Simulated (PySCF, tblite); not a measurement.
Species: C₅H₁₀F₂OSi₂.
Structure used (GFN2-xTB), in Å, numbered top down from 1:
```
atom  x, y, z in Å
C1    -2.064   -1.314   -0.946
C2    -2.287   -0.574    0.133
Si3   -1.050    0.662    0.840
C4     0.699   -0.064    0.887
C5     1.423   -0.341    1.962
O6     1.120   -0.289   -0.385
Si7    2.485   -0.911   -1.022
C8    -0.902    2.100   -0.461
F9    -0.057    3.075   -0.019
F10   -2.104    2.715   -0.658
H11   -2.793   -2.013   -1.325
H12   -1.137   -1.256   -1.493
H13   -3.234   -0.682    0.645
H14   -1.469    1.234    2.120
H15    1.034   -0.145    2.943
H16    2.413   -0.760    1.892
H17    2.123   -0.825   -2.430
H18    3.653   -0.104   -0.672
H19    2.680   -2.288   -0.563
H20   -0.539    1.789   -1.451
```

Computed, not measured: PBE0/pcSseg-1 in PySCF (dipole) on a GFN2-xTB geometry, gas phase.

Masses are those of the commonest isotopes; rigid-rotor values at the optimised geometry. The values belong to one conformer with, in the numbering `[CH2:1]=[CH:2][Si@@H:3]([C:4](=[CH2:5])[O:6][SiH3:7])[CH:8]([F:9])[F:10]`, C1–C2–Si3–C4 -44°, C2–Si3–C4–C5 -114°, Si3–C4–O6–Si7 -179°, C2–Si3–C8–F9 178°.

(1) Give the principal moments of inertia and the rotational constants in MHz.

(2) Classify the top.

(3) Is it planar, by Δ = Ic − Ia − Ib?

(4) Give the other two planar moments, Paa and Pbb, and the rms extents of the mass along the axes.

(5) List the rotational levels J(Ka,Kc) to J = 4 (MHz).

(6) Which lines would a microwave search look for?

(7) Estimate the classical rotational partition function at 25 K, 50 K and 298.15 K.

## Answers

(1) Ia = 435.43, Ib = 802.70, Ic = 921.72 u·Å²; 505379 MHz·u·Å²/I gives A = 1161, B = 629.6, C = 548.3 MHz.

(2) An asymmetric top: κ = (2 × 629.6 − 1161 − 548.3)/(1161 − 548.3) = -0.73.

(3) Not planar: Δ = Ic − Ia − Ib = -316.41 u·Å². For a rigid frame Δ = −2 Σ m c², so Σ m c² = 158.20 u·Å² lies off the ab plane: 29.82 from hydrogen and 128.39 from heavier atoms. The atom farthest from that plane is 3.01 Å away.

(4) Paa = Σ m a² = (Ib + Ic − Ia)/2 = 644.49 and Pbb = Σ m b² = (Ia + Ic − Ib)/2 = 277.22 u·Å². With the mass M = 180.02 u, the rms extents √(P/M) along a, b and c are 1.89, 1.24, 0.94 Å.

(5) Above 0(0,0):
J = 1: 1(0,1) 1178, 1(1,1) 1709, 1(1,0) 1790
J = 2: 2(0,2) 3525, 2(1,2) 3983, 2(1,1) 4227, 2(2,1) 5821, 2(2,0) 5829
J = 3: 3(0,3) 7025, 3(1,3) 7390, 3(1,2) 7877, 3(2,2) 9354, 3(2,1) 9397, 3(3,1) 12218, 3(3,0) 12218
J = 4: 4(0,4) 11655, 4(1,4) 11923, 4(1,3) 12732, 4(2,3) 14059, 4(2,2) 14183, 4(3,2) 16945, 4(3,1) 16949, 4(4,1) 20933, 4(4,0) 20933

(6) The dipole components are |μa| = 2.64 D, |μb| = 1.81 D, |μc| = 0.11 D. The squared components, which scale the intensities, stand as 1.00 : 0.47 : 0.00 (a : b : c). Some lines, for components of 0.1 D or more:

```tsv
type	branch	J(Ka,Kc)	MHz	lower level (cm⁻¹)
c	Q	2(1,2) ← 2(0,2)	458	0.118
b	Q	2(1,1) ← 2(0,2)	702	0.118
b	Q	2(2,0) ← 2(1,1)	1602	0.141
b	R	5(3,2) ← 4(4,1)	1942	0.698
b	R	4(2,2) ← 3(3,1)	1965	0.408
b	Q	4(2,3) ← 4(1,4)	2136	0.398
b	R	2(1,2) ← 1(0,1)	2806	0.039
b	Q	3(3,0) ← 3(2,1)	2822	0.313
b	Q	3(3,1) ← 3(2,2)	2864	0.312
b	R	3(1,3) ← 2(0,2)	3865	0.118
b	Q	5(4,2) ← 5(3,3)	3983	0.762
c	Q	4(4,1) ← 4(3,1)	3984	0.565
b	R	2(2,1) ← 1(1,0)	4030	0.060
b	R	2(2,0) ← 1(1,1)	4120	0.057
b	R	4(0,4) ← 3(1,3)	4265	0.247
a	R	4(2,3) ← 3(2,2)	4705	0.312
b	R	4(1,4) ← 3(0,3)	4899	0.234
b	R	3(2,1) ← 2(1,2)	5413	0.133
a	R	5(1,5) ← 4(1,4)	5654	0.398
a	R	5(0,5) ← 4(0,4)	5740	0.389
a	R	5(1,4) ← 4(1,3)	6049	0.425
c	R	3(3,0) ← 2(2,0)	6389	0.194
b	R	4(2,2) ← 3(1,3)	6793	0.247
c	R	4(4,1) ← 3(3,1)	8715	0.408
b	R	5(4,1) ← 4(3,2)	9897	0.565
c	R	5(5,1) ← 4(4,1)	11036	0.698
```

(7) Point group C1, symmetry number σ = 1; q = (√π/σ)·√((kT/h)³/(ABC)), k/h = 20836.6 MHz/K: 33300 at 25 K, 94200 at 50 K, 1370000 at 298.15 K.

Its lowest GFN2-xTB frequency is 19i cm⁻¹, too small to tell a flat minimum from a shallow saddle. Zero-point vibration and centrifugal distortion are left out. A rigid rotor knows nothing of internal rotation, which can split or shift real lines.

On an Arm Neoverse V1 with one thread, shared host, this took 74 s of wall time (with the writing of density and orbital grids) and 1.1 GiB of memory at its peak. This is the PBE0/pcSseg-1 job that gave the dipole, with the shieldings it also computed.
